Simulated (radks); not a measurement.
The numbers below are computed, except where a source is named.
Problem. Ionisation of Fe3+, [Ar] 3d5, to Fe4+, [Ar] 3d4, under several functionals. Scalar-relativistic Kohn-Sham, spin-unpolarised, spherical densities, point nucleus; a radial shooting solver on a logarithmic mesh with Libxc functionals. The NIST Atomic Spectra Database gives 54.91 eV (measured). Rank these functionals by the error of their Delta-SCF ionisation energy: PW91; HCTH/407; BP86; BLYP; revPBE; Wu-Cohen GGA; PBEsol; exchange-only B88.

Solution. From best to worst: HCTH/407 53.811 eV (-1.099); PW91 53.210 eV (-1.700); BP86 53.138 eV (-1.772); Wu-Cohen GGA 53.102 eV (-1.808); BLYP 53.060 eV (-1.850); PBEsol 53.050 eV (-1.860); revPBE 52.992 eV (-1.918); exchange-only B88 51.845 eV (-3.065). Spin polarisation and multiplet splitting are left out, so open shells lie too high by an amount that depends on their filling.

Beside tabulated values, note that spin-unpolarised runs miss the spin-polarisation part of the exchange energy of open shells.
